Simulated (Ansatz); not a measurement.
Coupled-cluster diagnostics for W4, Ansatz.

Geometry of the singlet (PBE0-D4/def2-SVP):

```xyz
4

W    -1.411    0.665    0.134
W     0.981   -1.197   -0.238
W     0.219   -0.028    1.550
W     0.212    0.560   -1.447
```

In the def2 sets W takes a core potential; there is no spin–orbit coupling. Correlated methods freeze no core orbitals; core or outer-core shells of W are correlated, in sets that lack core-valence functions. Another isomer (singlet) lies 0.08 eV lower at PBE0-D4/def2-TZVP.

(1) Estimate the CCSD(T) correlation energy, the shares of MP2 and (T), T1 and the reference's ⟨S²⟩ for: charge 0, singlet, own geometry in def2-TZVP; and the rough time on 4 threads of Arm Neoverse V2 on a shared host.

## Answers

(1) 
| state | basis | correlation (eV) | MP2 share (%) | (T) share (%) | T1 | ⟨S²⟩ (pure) | wall time | remarks |
| --- | --- | --- | --- | --- | --- | --- | --- | --- |
| charge 0, singlet, own geometry | def2-TZVP | -47.935 | 121.7 | 9.1 | 0.042 | 0.00 (0.00) | 2.7 min | restricted SCF unstable |
Customary marks for T1 are 0.02 (closed shells), 0.045 (open shells) and about 0.05 (3d metals). T1 exceeds 0.02 in 1 of 1 rows and 0.045 in 0; the higher it lies, the less the single-reference result can be trusted.
